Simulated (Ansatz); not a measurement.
Cost and result for the atomization energy of CH$_{5}$ClGaN, SMILES `[NH2][GaH][CH2]Cl` (9 atoms, 8 bonds).

```xyz
9

N     0.4748    0.2958    1.7307
Ga   -0.6821   -0.0682    0.3835
C     0.0272    0.0848   -1.4578
Cl    0.2736   -1.6187   -1.9866
H     0.2597    0.1606    2.7037
H     1.4402    0.5425    1.5935
H    -2.1321   -0.5184    0.7299
H     0.9942    0.5809   -1.5243
H    -0.6554    0.5406   -2.1727
```

Total charge 0; spin multiplicity 1. Correlated methods include outer-core shells of Ga, which these sets cover unevenly. Scalar relativity is left out up to krypton. The structure was optimised at the PBE0-D4/def2-TZVP level. It is one conformer, not always the lowest. Program: Ansatz. All runs use 4 threads of an AMD EPYC 9R45 on a shared host. Times are those of one run each, without the atoms' runs, and a repeat can differ threefold. Electronic energies, without spin–orbit coupling; frozen cores. CCSD(T)/CBS adds CCSD(T) − MP2 in def2-TZVPP to the MP2 limit, and its time is that of the two runs behind it. T1 = 0.013. With those shells the extrapolation isn't a true limit. B3LYP takes the VWN-RPA correlation (the form of Gaussian; ORCA's B3LYP/G). HSE06 is the plane-wave form, built on full-range PBE exchange.

CCSD(T)/CBS is a level of theory with its own doubt, some kJ/mol a heavy atom from the limit and from the frozen cores, so smaller differences don't rank the functionals.

```
                            level  functions  wall time
           LDA (SPW92)/def2-TZVPP        222     0.45 s
  PBE-D4/def2-TZVPP (with forces)        222      0.8 s
              BHLYP-D4/def2-TZVPP        222        1 s
              HSE06-D4/def2-TZVPP        222      1.1 s
B3LYP-D4/def2-TZVPP (with forces)        222      1.4 s
            r2SCANh-D4/def2-TZVPP        222      1.5 s
                B2PLYP/def2-TZVPP        222      1.6 s
                 CCSD(T)/def2-SVP        103      1.6 s
               ωB97X-V/def2-TZVPP        222      2.2 s
 ωB97M-V/def2-TZVPP (with forces)        222        3 s
                   MP2/def2-QZVPP        423        6 s
               CCSD(T)/def2-TZVPP        222       27 s
                CCSD(T)/CBS(def2)          –       33 s
```

**Question.** What atomization energy does each give, and how far from CCSD(T)/CBS? (Best estimate.)

**Answer.** Computed: 
```csv
level,atomization (kJ/mol),difference from CCSD(T)/CBS,per bond
LDA (SPW92)/def2-TZVPP,3241.6,409.9,51.2
PBE-D4/def2-TZVPP (with forces),2864.7,33.0,4.1
BHLYP-D4/def2-TZVPP,2724.9,-106.8,-13.3
HSE06-D4/def2-TZVPP,2817.4,-14.3,-1.8
B3LYP-D4/def2-TZVPP (with forces),2804.8,-26.9,-3.4
r2SCANh-D4/def2-TZVPP,2800.9,-30.8,-3.8
B2PLYP/def2-TZVPP,2780.4,-51.3,-6.4
CCSD(T)/def2-SVP,2630.6,-201.1,-25.1
ωB97X-V/def2-TZVPP,2832.9,1.2,0.2
ωB97M-V/def2-TZVPP (with forces),2823.0,-8.7,-1.1
MP2/def2-QZVPP,2837.7,6.0,0.8
CCSD(T)/def2-TZVPP,2752.9,-78.8,-9.9
CCSD(T)/CBS(def2),2831.7,0.0,0.0
```

In def2-TZVPP, CCSD(T) changes the Hartree–Fock value by +791.8 kJ/mol (the triples alone add +46.0 kJ/mol) and MP2 by +829.9 kJ/mol; breaking electron pairs costs correlation energy, which Hartree–Fock lacks. From PBE to PBE0 (25 % exact exchange), in def2-TZVPP and without D4, the atomization energy moves by −46.6 kJ/mol: exact exchange takes away binding that semilocal exchange gives to molecules. At CCSD(T), def2-SVP lies −201.0 kJ/mol from the extrapolated value and def2-TZVPP −78.8 kJ/mol: correlation converges slowly with the basis, and small sets miss more of it in the bonded molecule than in its fragments.
